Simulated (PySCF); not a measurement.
From one molecule to another.

First species: C5H11N.
SMILES: `C[C@H](C=C)NC`

Second species: C3H12OSi3.
SMILES: `C=CCO[SiH2][SiH2][SiH3]`

Levels: PBE0/def2-SVPD for dipole moment, HOMO energy, LUMO energy, HOMO–LUMO gap, static isotropic polarisability and electronic spatial extent ⟨r²⟩ about the centre of nuclear charge; TDDFT PBE0/def2-SVPD for lowest singlet excitation; TDA PBE0/def2-SVPD for lowest triplet excitation (Tamm–Dancoff); GFN2-xTB for rotational constant A and rotational constant C. Geometries: GFN2-xTB. Each structure is a single optimised conformer of the isolated species, non-relativistic unless stated. Electronic properties by PySCF.

Dipoles, sizes and rotational constants follow the conformer. The torsions of the flexible species, by atom-mapped SMILES:
- `[CH2:1]=[CH:2][C@@H:3]([CH3:4])[NH:5][CH3:6]`: C1–C2–C3–C4 108°, C2–C3–N5–C6 70°
- `[CH2:1]=[CH:2][CH2:3][O:4][SiH2:5][SiH2:6][SiH3:7]`: C1–C2–C3–O4 -5°, C2–C3–O4–Si5 -87°, C3–O4–Si5–Si6 175°, O4–Si5–Si6–Si7 -16°

```csv
property,column X,column Y
dipole moment,1.27 D,1.00 D
HOMO energy,-7.61 eV,-6.54 eV
LUMO energy,-0.73 eV,0.32 eV
HOMO–LUMO gap,6.88 eV,6.86 eV
lowest singlet excitation,5.94 eV,5.62 eV
lowest triplet excitation (Tamm–Dancoff),4.48 eV,4.48 eV
static isotropic polarisability,125.7 au,71.8 au
electronic spatial extent ⟨r²⟩ about the centre of nuclear charge,1850 bohr²,700 bohr²
rotational constant A,1.959 GHz,4.171 GHz
rotational constant C,0.658 GHz,1.926 GHz
```

Which column belongs to which species?

Column X is the second species and column Y the first. The first has 17 atoms and 48 electrons, the second 19 and 80.

How does each property change from the first species to the second?

dipole moment +0.27 D; HOMO energy -1.07 eV; LUMO energy -1.05 eV; HOMO–LUMO gap +0.02 eV; lowest singlet excitation +0.32 eV; lowest triplet excitation (Tamm–Dancoff) 0.00 eV; static isotropic polarisability +53.9 au; electronic spatial extent ⟨r²⟩ about the centre of nuclear charge +1150 bohr²; rotational constant A -2.212 GHz; rotational constant C -1.268 GHz.

On the first: The principal polarisabilities are 62.3, 71.0 and 82.2 au; their mean is the isotropic value. No computed singlet falls in the visible range (750 to 380 nm, 1.65 to 3.26 eV); S1 lies 2.36 eV above its blue end.

On the second: In wavenumbers S1 is 47900 cm⁻¹ (1 eV = 8065.54 cm⁻¹). In atomic units the dipole is 0.50 e·bohr (1 au = 2.5417 D).
